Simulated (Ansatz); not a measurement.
Cl$_{2}$HOSSi (`O[Si]([S])(Cl)Cl`) radical, relaxed with UKS PBE-D4/def2-SVP in Ansatz 0.2.0 from a rough embedded geometry. The force threshold is 0.03 eV/Å; the program also tests the step.

The species carries charge 0 and has multiplicity 2.

Start:

```xyz
6

O     0.478   -0.724   -1.008
Si   -0.163    0.271    0.090
S     0.363   -0.581    1.910
Cl    0.566    2.119   -0.096
Cl   -2.172    0.382   -0.191
H     0.928   -1.467   -0.704
```

**Question.** By how much does the energy fall, and how many steps does the optimiser take? (An estimate is asked.)

**Answer.** Computed: 32.34 kJ/mol, in 8 steps, 1 of them rejected.

**Question.** Which bonds change most? (Estimate.)

**Answer.** Ansatz gave: Si2–Cl4 from 1.995 to 2.082 Å; O1–H6 from 0.920 to 0.975 Å; O1–Si2 from 1.616 to 1.661 Å; Si2–S3 from 2.077 to 2.111 Å.

**Question.** Give the relaxed structure. (An estimate is asked.)

**Answer.** Ansatz gave: 
```xyz
6

O     0.274   -0.896   -1.064
Si   -0.225    0.154    0.122
S     0.311   -0.386    2.091
Cl    0.715    2.007   -0.016
Cl   -2.237    0.393   -0.218
H     1.162   -1.271   -0.915
```
